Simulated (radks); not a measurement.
Species: Rb I. Configuration: [Kr] 5s0.5 5p0.5 (fractional occupations, a model configuration).

Calculated with a radial shooting solver on a logarithmic mesh with Libxc functionals: Dirac Kohn-Sham, PBE, spin-unpolarised, spherical densities, point nucleus; open shells fill j = l - 1/2 first.

Energy parts (hartree):
part                       energy
total                 -2981.42551
kinetic                3066.36868
electron-nucleus      -7197.81740
Hartree                1250.80751
exchange-correlation   -100.78430

Orbitals (lengths in bohr, moments of r in powers of bohr):
orbital,occ.,eigenvalue (hartree),<1/r>
1s1/2,2,-552.2963,37.88
2s1/2,2,-73.78808,8.503
2p1/2,2,-66.92559,8.473
2p3/2,4,-64.69182,8.161
3s1/2,2,-10.97271,2.823
3p1/2,2,-8.51442,2.711
3p3/2,4,-8.17889,2.636
3d3/2,4,-3.87917,2.402
3d5/2,6,-3.82222,2.382
4s1/2,2,-1.19799,0.9216
4p1/2,2,-0.63436,0.7830
4p3/2,4,-0.60198,0.7634
5s1/2,0.5,-0.09489,0.2439
5p1/2,0.5,-0.03986,0.1681
5p3/2,0,-0.03874,0.1653

The highest occupied level is 5p1/2 at -1.085 eV. Summed over all electrons, <r^2> = 78.33 bohr^2, which gives a Langevin (diamagnetic) susceptibility term of -62 x 10^-6 cm^3/mol. The density falls to 0.001 e/bohr^3 at r = 4.18 bohr.
